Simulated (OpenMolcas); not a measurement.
An OpenMolcas run meant for Ru2+ (ANO-RCC-VDZP, DKH3; inactive shells 1s 2s 2p 3s 3p 3d 4s 4p; intended active space 6 electrons in 5 orbitals (4d)). One step of its input:

```
&CASPT2
Multistate=5 1 2 3 4 5
Frozen=8 6
IPEA=1.5
Imaginary=0.1
MaxIter=60
WThr=0.0 0.3 0.05
PrWF=0.5
NoMix
```

The run finished. Its levels beside those of a sound run (SS-CASPT2, IPEA 0.25 Eh, imaginary shift 0.1 Eh (closed shells correlated: 4s 4p)), in cm-1 above each run's lowest level:

```json
{"Level": "4d6 5D4", "This run": "0.0", "Usual run": "0.0"}
{"Level": "4d6 5D3", "This run": "1189", "Usual run": "1201"}
{"Level": "4d6 5D2", "This run": "1928", "Usual run": "1922"}
{"Level": "4d6 5D1", "This run": "2410", "Usual run": "2397"}
{"Level": "4d6 5D0", "This run": "2652", "Usual run": "2638"}
{"Level": "4d6 3P2", "This run": "17677", "Usual run": "15443"}
{"Level": "4d6 3H6", "This run": "17725", "Usual run": "16556"}
{"Level": "4d6 3H5", "This run": "18088", "Usual run": "16858"}
{"Level": "4d6 3F3", "This run": "20064", "Usual run": "18059"}
{"Level": "4d6 3F2", "This run": "20887", "Usual run": "18787"}
{"Level": "4d6 3P1", "This run": "21023", "Usual run": "18800"}
{"Level": "4d6 3G5", "This run": "21914", "Usual run": "20493"}
{"Level": "4d6 3P0", "This run": "22802", "Usual run": "20581"}
{"Level": "4d6 3G4", "This run": "23093", "Usual run": "21594"}
```

**Question.** Which setting is unsound, and how much does it matter here?

**Answer.** The IPEA shift is far above its usual 0.25 hartree. Against the sound run the excited levels shown move by 1200 cm-1 on average and by 2200 cm-1 at most.

Term energies are means over components that CASPT2 splits; among the terms shown or strongly mixed into the levels shown the widest spread is 510 cm-1 (4d6 3G, this run). Some high roots are left out of the spin-orbit mixing, which shifts the levels that they would mix with. Levels of configurations with an s electron are missing; early in the row they begin among the upper levels of the d shell and mix with terms of their name. Only configurations of the active space appear.
